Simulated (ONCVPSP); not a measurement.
## O (Z = 8): variants of one ONCV potential

Base potential:

- Element: oxygen (O)
- Generator: ONCVPSP 4.0.1
- Type: optimised norm-conserving Vanderbilt (ONCV)
- Functional: PBE
- Relativity: non-relativistic
- Frozen core: [He]
- Valence charge: 6
- Reference configuration: 2s2 2p4
- Partial waves: 2s: rc 0.60 bohr, ncon 4, nbas 8, qcut 11.1 1/bohr, 1 projector; 2p: rc 1.80 bohr, ncon 5, nbas 9, qcut 8.3 1/bohr, 2 projectors, debl 3.7 Ha; d scattering state at 0.41 Ha: rc 1.90 bohr, ncon 4, nbas 7, qcut 5.1 1/bohr, 2 projectors, debl 1.2 Ha
- Local potential: polynomial inside 0.55 bohr (lpopt 5, dvloc0 1 Ha)
- Core correction: Teter function, fcfact 3.5, rcfact 1.2

All-electron outer shells of the reference configuration (PBE, non-relativistic, ld1.x):

| shell | level (eV) | outermost node (bohr) | outermost maximum (bohr) |
| --- | --- | --- | --- |
| 1s | -514.26 | – | 0.13 |
| 2s | -23.91 | 0.28 | 0.87 |
| 2p | -9.04 | – | 0.82 |

Cutoffs, loose and tight: the cutoffs (Ha) at which the residual kinetic energy of the hardest occupied pseudo-wave falls to 1 and 0.1 mHa per electron. They do not see the model core or the augmentation charge, which bear on the density cutoff. Test errors are all-electron minus pseudo excitation energies from the reference, over the configurations 2s2 2p3; 2s2 2p2; 2s2 2p1; 2s0 2p6. A dash means not determined; rows that change the core or the reference have their own tests.

| change | outcome | cutoff, loose | cutoff, tight | bound ghosts | GHOST(+) flags above zero | largest test error (meV) |
| --- | --- | --- | --- | --- | --- | --- |
| base | generated | 222 Ha | 471 Ha | none | d | +1314 |
| d: rc 2.14 | generated | 222 Ha | 471 Ha | none | d | +1314 |
| functional PBEsol | generated | 224 Ha | 471 Ha | none | d | +1273 |
| local potential polynomial inside 0.40 bohr (lpopt 2, dvloc0 3 Ha) | generated | 222 Ha | 471 Ha | none | d | +1314 |
| p: nbas 8 | generated | 222 Ha | 471 Ha | none | d | +1260 |
| s: qcut 12.8; p: qcut 9.6; d: qcut 5.9 | generated | 97 Ha | 455 Ha | none | d | +1086 |
| local potential polynomial inside 0.55 bohr (lpopt 5, dvloc0 0 Ha) | generated | 222 Ha | 471 Ha | none | d | +1314 |

(1) What comes out with this change to the base: all radii but the core radius scaled by about 1.29 (s 0.78, p 2.32, d 2.44 bohr); local potential polynomial inside 0.70 bohr (lpopt 5, dvloc0 1 Ha)?

(2) What comes out with this change to the base: s: qcut 13.2?

## Answers

(1) outcome: generated; cutoff, loose: 45 Ha; cutoff, tight: 55 Ha; bound ghosts: none; GHOST(+) flags above zero: d; largest test error (meV): +2672.

(2) outcome: generated; cutoff, loose: 91 Ha; cutoff, tight: 449 Ha; bound ghosts: none; GHOST(+) flags above zero: d; largest test error (meV): +1317.
